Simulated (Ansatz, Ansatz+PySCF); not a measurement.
```json
{"atom": "I", "x (Å)": "0.0000", "y (Å)": "0.0000", "z (Å)": "-0.5723"}
{"atom": "Cl", "x (Å)": "0.0000", "y (Å)": "0.0000", "z (Å)": "1.7844"}
```

Basis set: def2-SVP (spherical functions, with the set's core potentials past Kr). Left uncorrelated: 9 orbitals. Charge 0, multiplicity 1.

Computed with Ansatz (development build ahead of 0.2.0); each method stands on the lowest determinant of its kind that the runs found. Restricted open shells among the atoms or ions are ROHF, correlated in semicanonical orbitals with singles. Restricted functionals stand beside restricted open-shell atoms, which can lie above the unrestricted atoms usual in DFT and then raise those values.

(1) Give the atomization energy at this shape (free ground-state atoms in the same class of orbitals less the molecule, no zero-point energy) of singlet ICl by r²SCAN (restricted), r²SCAN (unrestricted), ωB97X (restricted), ωB97X (unrestricted), PBE0 (restricted), PBE0 (unrestricted), PBE (unrestricted), PBE (restricted), RHF-CCSD(T), RHF-CCSD, RHF-MP2, UHF-MP2, RHF, UHF.

Results:

(1)

| method | atomization energy |
| --- | --- |
| r²SCAN (restricted) | 2.31 eV |
| r²SCAN (unrestricted) | 2.22 eV |
| ωB97X (restricted) | 2.12 eV |
| ωB97X (unrestricted) | 2.06 eV |
| PBE0 (restricted) | 2.26 eV |
| PBE0 (unrestricted) | 2.19 eV |
| PBE (unrestricted) | 2.46 eV |
| PBE (restricted) | 2.50 eV |
| RHF-CCSD(T) | 1.74 eV |
| RHF-CCSD | 1.64 eV |
| RHF-MP2 | 1.76 eV |
| UHF-MP2 | 1.79 eV |
| RHF | 0.82 eV |
| UHF | 0.63 eV |
